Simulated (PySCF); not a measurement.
Level of theory: PySCF, UPBE0, basis Tc def2-TZVP with ECP28, H def2-TZVP (scalar-relativistic core potentials, no spin–orbit coupling, density fitting).

```xyz
4
charge 1 multiplicity 4, angstrom
Tc   -0.0029    0.0000   -0.0372
H     0.3812    0.0000    1.6012
H     1.2140    0.0000    1.1498
H    -1.2954    0.0000    0.8976
```

TcH₃⁺ (quartet), along the line from Tc1 (at 0) through H2 (at 1.683 Å). Core electrons replaced by a potential are absent, the electrostatic potential uses the reduced nuclear charge, and values within about 0.7 Å of such atoms have no physical meaning.

Tabulate the fields along this line at 0.84, 0.93, 1.01, 1.09, 1.18, 1.26, 1.35, 1.43, 1.51, 1.60, 1.77, 1.85, 1.94, 2.02, 2.10, 2.19, 2.27, 2.36, 2.44, 2.52, 2.61, 2.69 Å.


| distance (Å) | electron density (e/Å³) | spin density (e/Å³) | electron localisation function | electrostatic potential (V) |
| --- | --- | --- | --- | --- |
| 0.84 | 1.53 | 0.171 | 0.413 | 34.9 |
| 0.93 | 1.11 | 0.0997 | 0.319 | 27.8 |
| 1.01 | 0.91 | 0.0521 | 0.319 | 23.4 |
| 1.09 | 0.841 | 0.0199 | 0.425 | 21.1 |
| 1.18 | 0.86 | -0.00281 | 0.631 | 20.8 |
| 1.26 | 0.944 | -0.0202 | 0.834 | 22.8 |
| 1.35 | 1.09 | -0.0356 | 0.943 | 28.3 |
| 1.43 | 1.31 | -0.0514 | 0.984 | 40 |
| 1.51 | 1.61 | -0.0688 | 0.995 | 66.5 |
| 1.60 | 2.03 | -0.0913 | 0.999 | 151 |
| 1.77 | 1.8 | -0.0822 | 0.999 | 151 |
| 1.85 | 1.23 | -0.0547 | 0.999 | 66.2 |
| 1.94 | 0.844 | -0.0362 | 0.997 | 39.1 |
| 2.02 | 0.568 | -0.0234 | 0.995 | 26.4 |
| 2.10 | 0.384 | -0.0152 | 0.991 | 19.4 |
| 2.19 | 0.261 | -0.00994 | 0.985 | 15.1 |
| 2.27 | 0.177 | -0.00659 | 0.975 | 12.3 |
| 2.36 | 0.121 | -0.00444 | 0.961 | 10.4 |
| 2.44 | 0.0827 | -0.00305 | 0.94 | 9.06 |
| 2.52 | 0.057 | -0.00215 | 0.913 | 8.1 |
| 2.61 | 0.0396 | -0.00153 | 0.876 | 7.39 |
| 2.69 | 0.0275 | -0.00109 | 0.827 | 6.83 |

On a grid of 0.08 Å the density has a local minimum along the bond near 1.09 Å from Tc, at 0.84 e/Å³, where the ELF is 0.42.

With open d or f shells other occupations or spin states may lie lower.
